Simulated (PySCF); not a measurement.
Molecule: sum formula BN₂H₃Cl, charge -1, multiplicity 1. It need not be the lowest isomer of its formula. Whether it binds its extra electron was not tested at this geometry. SMILES: [NH-]B(N)Cl
Coordinates optimised at B3LYP-D3(BJ)/def2-TZVP (Ansatz):
```
B
N 1 1.3435
H 2 1.0123 1 115.02
N 1 1.4645 2 128.84 3 176.12
H 4 1.0073 1 116.90 2 151.09
H 4 1.0100 5 111.59 1 132.50
Cl 1 1.9727 2 123.97 3 -2.79
```
Charge -1, spin multiplicity 1.

Dispersion corrections to the total energy (kcal/mol) from the dftd3 and dftd4 libraries through PySCF: D3(BJ) without and D4 with the three-body term, each with the damping fitted for the functional named.

| functional | D3(BJ) | D4 |
|---|---|---|
| CAM-B3LYP | ? | -2.84 |
| HSE06 | ? | -2.62 |
| PW6B95 | -1.48 | ? |
| HF | -23.88 | -12.66 |
| revPBE | -7.65 | -11.16 |
| PBE0 | -2.57 | -2.83 |
| TPSSh | -3.45 | -4.17 |

Q: What belongs in the gaps?

A: 
- CAM-B3LYP, D3(BJ): -2.31
- HSE06, D3(BJ): -1.93
- PW6B95, D4: -2.97
